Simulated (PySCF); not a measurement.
A side-by-side comparison of computed properties.

First species: C3H8Se.
Bonds: C1–C2, C2–C3, C3–Se4. Hydrogens: H5, H6, H7 on C1; H8, H9 on C2; H10, H11 on C3; H12 on Se4.

Second species: C5H9FO4.
Atom-mapped SMILES: `[CH3:1][O:2][CH2:3][CH2:4][O:5][C:6](=[O:7])[O:8][CH2:9][F:10]` (hydrogens: H11, H12, H13 on C1; H14, H15 on C3; H16, H17 on C4; H18, H19 on C9)

Cartesian coordinates in Å at the PBE0-D3(BJ)/def2-SVP level; atoms count from 1:
```xyz
19
C5H9FO4 angstrom
C     -3.4096    1.1678    0.1086
O     -2.6683   -0.0128    0.1120
C     -1.3398    0.1617   -0.2684
C     -0.6581   -1.1820   -0.1112
O      0.6512   -1.1686   -0.6674
C      1.6063   -0.6485    0.0838
O      1.4793   -0.1739    1.1775
O      2.7640   -0.7592   -0.5907
C      3.8730   -0.1376   -0.0208
F      3.9210    1.1567   -0.4111
H     -4.4363    0.9224    0.4137
H     -3.4430    1.6333   -0.8964
H     -2.9999    1.9150    0.8164
H     -1.2554    0.4959   -1.3236
H     -0.8322    0.9169    0.3638
H     -1.2127   -1.9447   -0.6728
H     -0.6166   -1.4678    0.9498
H      4.7526   -0.6679   -0.4129
H      3.8121   -0.1767    1.0771
```

Levels: PBE0/def2-SVPD for HOMO energy, LUMO energy, HOMO–LUMO gap and static isotropic polarisability; TDDFT PBE0/def2-SVPD for lowest singlet excitation; TDA PBE0/def2-SVPD for lowest triplet excitation (Tamm–Dancoff); ΔSCF PBE0/def2-SVPD for vertical ionisation energy. Geometries: PBE0-D3(BJ)/def2-SVP. Each structure is a single optimised conformer of the isolated species, non-relativistic unless stated. Electronic properties by PySCF.

The conformers computed, where there is a choice (atom-mapped SMILES and torsion angles):
- `[CH3:1][CH2:2][CH2:3][SeH:4]`: C1–C2–C3–Se4 -178°, H–Se4–C3–C2 -63°

The conformers of `COCCOC(=O)OCF` aren't listed.

Q: Which has the higher LUMO energy?

A: The second: 0.41 eV against -0.09 eV, a difference of 0.50 eV.

Q: Which of the two has the higher static isotropic polarisability, and by how much?

A: The second: 79.1 au against 68.6 au, a difference of 10.5 au.

Q: Which of the two has the higher T1 energy, and by how much?

A: The second: 6.60 eV against 4.39 eV, a difference of 2.21 eV.

Q: Which of the two has the higher S1 energy, and by how much?

A: The second: 7.05 eV against 4.84 eV, a difference of 2.21 eV.

Q: Which of the two has the higher HOMO energy, and by how much?

A: The first: -6.47 eV against -7.79 eV, a difference of 1.32 eV.

Q: Which has the higher HOMO–LUMO gap?

A: The second: 8.20 eV against 6.38 eV, a difference of 1.82 eV.

Q: Which of the two has the higher vertical ionisation energy, and by how much?

A: The second: 9.94 eV against 8.73 eV, a difference of 1.21 eV.

On the first: The polarisability is 10.16 Å³ as a volume (1 au = 0.148185 Å³), or 1.14 au for each of the 60 electrons. The principal polarisabilities are 59.2, 62.2 and 84.4 au; their mean is the isotropic value. Relativistic effects, spin–orbit coupling among them, are left out although an element past zinc is present.

On the second: The vertical singlet–triplet gap S1 − T1 is 0.45 eV (TDDFT singlet less Tamm–Dancoff triplet; S1: HOMO−1→LUMO, weight 0.56; T1: HOMO−1→LUMO, weight 0.66). S1 lies 1.15 eV below the HOMO–LUMO gap; its leading configuration is HOMO−1→LUMO, weight 0.56.
